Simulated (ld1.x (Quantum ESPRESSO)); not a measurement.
## Transferability test, PAW potential for boron

| Property | Result |
| --- | --- |
| Element | B |
| Generator | ld1.x (Quantum ESPRESSO) 7.5 |
| Type | PAW |
| Functional | PBEsol |
| Relativity | scalar-relativistic |
| Frozen core | [He] |
| Valence charge | 3 |
| Reference configuration | 2s2 2p0.5 (charge +0.5) |
| Partial waves | 2s (bound): rcut 0.90, rcutus 1.20 bohr; 2s channel at 0.15 Ry: rcut 0.90, rcutus 1.20 bohr; 2p (bound): rcut 1.75, rcutus 2.20 bohr; 2p channel at 0.8 Ry: rcut 1.75, rcutus 2.20 bohr; 3d channel at -0.1 Ry: rcut 1.55, rcutus 1.80 bohr |
| Local potential | all-electron potential smoothed inside 1.00 bohr (lloc = -1) |
| Core correction | Bessel-smoothed model core inside 1.10 bohr |
| Augmentation charge | PSQ, inside the norm-conserving radii |

Energies are relative to the spin-unpolarised reference configuration 2s2 2p0.5; without spin polarisation the order of configurations can differ from experiment. The frozen-core shift is the all-electron ΔE with the core orbitals held at their reference shape minus the fully relaxed ΔE.

Its overlap operator is not positive definite in a basis up to 400 Ry (lowest eigenvalue d -3.10), so the file is unfit for use: the generalised eigenproblem breaks down once the basis is large enough, and its test numbers describe a broken file.

```tsv
valence configuration	charge	ΔE all-electron (eV)	error AE − PS (meV)	frozen-core shift (meV)
2s2 2p1	0	-2.855	+2.3	0.0
2s2 2p0	+1	5.284	+1.2	+0.2
2s1 2p0	+2	30.546	-4.6	+6.3
2s2 2p1.3	-0.3	-3.580	+5.3	+0.1
2s0 2p3	0	8.801	+13	+1.5
2s1 2p2	0	2.964	+26	+0.4
2s1 2p1	+1	11.409	+1.1	+0.8
```

Levels in the configuration 2s2 2p1.3:

| level | all-electron (eV) | pseudo (eV) |
| --- | --- | --- |
| 2s | -6.985 | -6.979 |
| 2p | -1.341 | -1.351 |

The ghost test of this file was not conclusive.
